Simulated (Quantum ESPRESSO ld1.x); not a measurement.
Values are calculated unless marked as measured or tabulated.
Q: The mean radii <r> (bohr) of the occupied orbitals of an atom or ion are listed with their occupations. Level of theory: scalar-relativistic Kohn-Sham, LDA (Slater exchange, Perdew-Wang correlation), spin-polarised, spherical densities, point nucleus (ld1.x of Quantum ESPRESSO 7.5).

| orbital | occ. | <r> |
|---|---|---|
| 1s up | 1 | 0.06102 |
| 1s down | 1 | 0.06101 |
| 2s up | 1 | 0.2802 |
| 2s down | 1 | 0.2799 |
| 2p up | 3 | 0.2476 |
| 2p down | 3 | 0.2472 |
| 3s up | 1 | 0.8213 |
| 3s down | 1 | 0.8236 |
| 3p up | 3 | 0.8503 |
| 3p down | 3 | 0.8538 |
| 3d up | 2 | 0.9018 |

Name the element and its charge. Open shells, if any, are filled with parallel spins first.

A: Z = 25, manganese, charge +5: Mn5+ in [Ar] 3d2. The 1s radius gives Z: for a bare nucleus <r> = (2 gamma + 1)/(2Z) with gamma = sqrt(1 - (Z/c)^2), 0.05933 bohr for Z = 25, and screening makes it slightly larger (0.06102 here). The occupations add up to 20, and the charge is Z minus that.
